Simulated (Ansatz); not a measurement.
A nudged elastic band was laid between two geometries of BH5LiOSi (9 atoms, charge 1, multiplicity 1).

These are results of Ansatz 0.2.0, RKS PBE/def2-SVPD, not measurements.

```json
{
  "movable images": "9",
  "climbing image": "yes",
  "spring": "0.1 eV/Å²",
  "optimiser": "quadratic models (default)",
  "start path": "through a guess of the saddle point",
  "force threshold": "0.05 eV/Å",
  "iteration limit": "60",
  "end points": "relaxed"
}
```

First end point:

```xyz
9
Properties=species:S:1:pos:R:3
Li -2.532 1.407 -1.034
B -0.636 0.592 -0.178
O 0.368 1.323 0.671
Si 0.164 -1.288 -0.340
H 1.195 0.890 1.017
H 0.278 2.262 0.936
H 1.467 -1.256 0.450
H -0.759 -2.312 0.255
H 0.456 -1.618 -1.776
```

Last end point:

```xyz
9
Properties=species:S:1:pos:R:3
Li -2.269 0.054 -0.694
B -0.138 0.144 0.543
O 0.793 1.392 0.480
Si 0.064 -1.321 -0.614
H 1.553 1.368 -0.138
H 1.080 1.758 1.343
H -0.798 0.221 1.557
H -1.044 -2.339 -0.535
H 0.758 -1.276 -1.942
```

Task: What changes between the two ends?

Result: Bonds broken: Si4–H7. Bonds formed: Li1–Si4, B2–H7.

Task: What energy profile does the band end with?

Result: The forces met the threshold. The highest image is number 5 of 0 to 10, 0.245 eV above the first end and 1.284 eV above the last; the last end lies 1.039 eV below the first. Another band between the same ends (9 images) ends at a top of the same energy, where a vibrational analysis finds 1 clearly imaginary mode. The orbitals stay closed-shell, which can raise the energy where a bond breaks towards radicals; this wasn't checked here.

| image | path coordinate (Å) | energy (eV) | Si4–H7 (Å) | Li1–Si4 (Å) | B2–H7 (Å) |
| --- | --- | --- | --- | --- | --- |
| 0 | 0.00 | 0.000 | 1.52 | 3.87 | 2.87 |
| 1 | 0.87 | 0.024 | 1.52 | 3.84 | 2.93 |
| 2 | 1.75 | 0.061 | 1.51 | 3.83 | 2.93 |
| 3 | 2.62 | 0.057 | 1.51 | 3.84 | 2.89 |
| 4 | 3.49 | 0.070 | 1.51 | 3.70 | 2.60 |
| 5 | 4.36 | 0.245 | 1.58 | 3.61 | 1.87 |
| 6 | 5.04 | 0.100 | 1.94 | 3.56 | 1.32 |
| 7 | 5.71 | -0.323 | 2.40 | 3.46 | 1.23 |
| 8 | 6.39 | -0.773 | 2.69 | 3.18 | 1.22 |
| 9 | 7.07 | -0.990 | 2.78 | 2.83 | 1.22 |
| 10 | 7.74 | -1.039 | 2.80 | 2.71 | 1.21 |

Task: What is the geometry of the highest image?

Result: 
```xyz
9
Properties=species:S:1:pos:R:3
Li -2.652 1.005 0.077
B -0.496 0.522 -0.088
O 0.699 1.392 0.322
Si 0.058 -1.286 -0.564
H 1.651 1.198 0.160
H 0.569 2.227 0.810
H -0.259 -1.003 0.962
H -1.024 -2.216 -1.006
H 1.454 -1.839 -0.672
```

The run took 3.4 min on 2 threads of Intel(R) Xeon(R) Platinum 8488C (Sapphire Rapids), with other jobs on the host, peak memory 0.17 GiB.
